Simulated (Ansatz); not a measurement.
Cost and result up the ladder for Au(PH3)Cl (PH₃AuCl) (6 atoms). Charge 0, multiplicity 1. Geometry: PBE-D4/def2-TZVP.

```xyz
6

Au   -1.0527   -0.2612   -0.9501
P     0.5669    0.1409    0.5129
H     1.4511    1.2244    0.2697
H     1.5268   -0.8744    0.7634
H     0.2108    0.4433    1.8533
Cl   -2.7029   -0.6730   -2.4492
```

Ansatz on 4 threads of Arm Neoverse V2 on a shared host. Times are rough, and most runs start from the orbitals of an earlier one. r2SCAN0-D4/def2-TZVP serves as the yardstick here, not as an exact answer. Differences are given only for rows in sets of like size (and for xTB, whose basis is part of the method), since another set adds its own error. Binding counts from free atoms at the same level (Au doublet, P quartet, H doublet, Cl doublet; other spins of the atoms weren't run), without zero-point energy or a counterpoise term.

In the def2 sets Au takes a core potential; there is no spin–orbit coupling. B3LYP takes the VWN-RPA correlation. Correlated methods freeze 10 core orbitals; core or outer-core shells of Au are correlated, in sets that lack core-valence functions.

Correlated methods converge slowly with the basis.

```json
{"level": "LDA (SPW92)/def2-TZVP", "functions": "132", "wall time": "0.6 s"}
{"level": "PBE-D4/def2-SVP", "functions": "83", "wall time": "0.71 s"}
{"level": "HF/def2-TZVP", "functions": "132", "wall time": "0.75 s"}
{"level": "MP2/def2-TZVP", "functions": "132", "wall time": "0.91 s"}
{"level": "PBE0-D4/def2-SVP", "functions": "83", "wall time": "1 s"}
{"level": "B3LYP-D4/def2-TZVP", "functions": "132", "wall time": "1.2 s"}
{"level": "PBE-D4/def2-TZVP (with forces)", "functions": "132", "wall time": "1.3 s"}
{"level": "PBE0-D4/def2-TZVP", "functions": "132", "wall time": "1.3 s"}
{"level": "PBE-D4/def2-TZVPD", "functions": "159", "wall time": "1.4 s"}
{"level": "BHLYP-D4/def2-TZVP", "functions": "132", "wall time": "1.4 s"}
{"level": "PBE0-D4/def2-TZVPD", "functions": "159", "wall time": "1.8 s"}
{"level": "r2SCAN-D4/def2-TZVP", "functions": "132", "wall time": "2.3 s"}
{"level": "r2SCAN0-D4/def2-TZVP", "functions": "132", "wall time": "2.4 s"}
{"level": "CCSD(T)/def2-TZVPP", "functions": "182", "wall time": "48 s"}
```

Q: Estimate what each level gives for the binding energy per atom (eV).

A: 
```csv
level,binding energy per atom (eV),difference from r2SCAN0-D4/def2-TZVP (eV)
LDA (SPW92)/def2-TZVP,3.05,0.45
PBE-D4/def2-SVP,2.60,–
HF/def2-TZVP,1.78,-0.83
MP2/def2-TZVP,2.54,-0.07
PBE0-D4/def2-SVP,2.54,–
B3LYP-D4/def2-TZVP,2.60,0.00
PBE-D4/def2-TZVP (with forces),2.65,0.04
PBE0-D4/def2-TZVP,2.60,-0.01
PBE-D4/def2-TZVPD,2.65,0.05
BHLYP-D4/def2-TZVP,2.53,-0.07
PBE0-D4/def2-TZVPD,2.61,0.00
r2SCAN-D4/def2-TZVP,2.66,0.05
r2SCAN0-D4/def2-TZVP,2.60,0.00
CCSD(T)/def2-TZVPP,2.56,-0.05
```
